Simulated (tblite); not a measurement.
Species: C8H21BP (charge -1).
SMILES: `[BH3-]P(C(C)(C)C)C(C)(C)C`

Computed values, GFN2-xTB/tblite, gas phase, harmonic and unscaled. This tight-binding method is rough: wavenumbers can miss measured ones by several per cent, in bad cases by 10 to 20. Modes of hydrogen on boron can be 10 to 20 % off.

Harmonic wavenumbers (cm⁻¹): 77.6, 82.0, 163.6, 183.9, 194.6, 207.5, 214.7, 218.7, 232.0, 239.2, 244.4, 261.9, 274.8, 286.2, 290.9, 309.6, 347.6, 379.8, 392.5, 396.6, 401.7, 440.9, 524.1, 586.6, 600.6, 789.1, 794.7, 851.6, 856.4, 948.2, 950.5, 956.7, 959.6, 960.8, 964.0, 1020.8, 1023.6, 1026.0, 1028.0, 1122.5, 1192.0, 1196.1, 1207.4, 1217.3, 1225.0, 1229.7, 1247.6, 1274.8, 1385.1, 1389.1, 1390.1, 1392.3, 1412.0, 1414.8, 1487.4, 1489.1, 1495.8, 1497.7, 1499.1, 1501.2, 1504.6, 1506.7, 1515.5, 1520.4, 1524.6, 1529.0, 2195.3, 2206.8, 2299.6, 2918.8, 2922.0, 2924.7, 2926.5, 2934.3, 2938.0, 2996.8, 2998.5, 3006.9, 3011.7, 3013.7, 3017.4, 3029.8, 3032.1, 3037.8, 3049.9, 3056.0, 3061.9.

A = 1511, B = 858.3, C = 743.1 MHz; mass 159.147 u (most abundant isotopes); point group C1, symmetry number 1.

Q: What is the zero-point energy?

A: Half the sum of the wavenumbers: 59314 cm⁻¹ = 169.59 kcal/mol.

Q: Give the ideal-gas entropy at 200 K and 1 bar in the rigid-rotor, harmonic-oscillator model (classical rotation).

A: Translation 39.15, rotation 29.00, vibration 26.57: S = 94.7 cal/(mol K).

Q: And Cp and H(200 K) − H(0)?

A: Cp = 43.74 cal/(mol K), of which vibrations give 35.79 (their classical limit is 87 R = 172.9); H(200 K) − H(0) = 4.88 kcal/mol without the zero-point energy, 3.29 from vibrations.

Q: Which modes carry the vibrational entropy at 200 K?

A: 77.6 cm⁻¹: 3.17; 82.0 cm⁻¹: 3.06; 163.6 cm⁻¹: 1.77; 183.9 cm⁻¹: 1.57; 194.6 cm⁻¹: 1.47; 207.5 cm⁻¹: 1.37 cal/(mol K); the other 81 give 14.15 together.

Q: How do the functions run with temperature in this model?

A: 
```
 T (K)  S (cal/(mol K))  Cp (cal/(mol K))  H − H(0) (kcal/mol)  G − H(0) (kcal/mol)  ln q(vib)
   150             83.4              35.4                 2.90                -9.60       3.08
   250            105.3              51.4                 7.26               -19.06       7.19
298.15            115.0              58.7                 9.91               -24.37       9.24
   400            134.4              73.9                16.68               -37.08      13.58
   600            169.4              99.1                34.10               -67.52      21.94
   900            214.8             125.1                68.02              -125.35      33.78
```

q(vib) and H(0) count from the zero-point level.

Q: What must be added to the electronic energy to get the Gibbs energy at 200 K and 1 bar?

A: ZPE + [H(200 K) − H(0)] − T·S = 169.59 + 4.88 − 18.94 = 155.53 kcal/mol.

Hindered rotation and anharmonicity are outside this model. The structure is chiral; the term R ln 2 for an equal mix with its mirror image is left out.

Conformer computed: `[BH3-:1][P:2]([C:3]([CH3:4])([CH3:5])[CH3:6])[C:7]([CH3:8])([CH3:9])[CH3:10]`: B1–P2–C3–C4 -55°, B1–P2–C7–C8 82°.
